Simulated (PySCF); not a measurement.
H7Si3, SMILES [SiH3][SiH2][SiH2], multiplicity 2. Geometry optimised at ωB97X-D3(BJ)/def2-SVP. The isomer is the one that the SMILES or the coordinates give; other isomers of the formula were not compared.

All values below come from PySCF with ωB97X-D3(BJ)/def2-SVP.

Harmonic wavenumbers (cm⁻¹): 82, 93, 112, 335, 414, 432, 444, 485, 566, 589, 695, 725, 893, 915, 940, 953, 957, 2212, 2230, 2236, 2244, 2248, 2252, 2254. Rotational constants (GHz): 9.128, 2.158, 1.835; symmetry number 1.

**Question.** Work out the zero-point energy and the ideal-gas rigid-rotor harmonic-oscillator thermochemistry at 298.15 K and 1 atm.

**Answer.** ZPE = ½ Σ hcν = ½ × 25306 cm⁻¹ = 151.36 kJ/mol. H − E(el) = 173.08 kJ/mol. Entropy in J/(mol K): translation 165.05, rotation 111.25, vibration 72.74, spin 5.76, total 354.80. G − E(el) = 67.29 kJ/mol. Cp = 113.04 J/(mol K). Modes under 150 cm⁻¹ make the vibrational entropy uncertain.
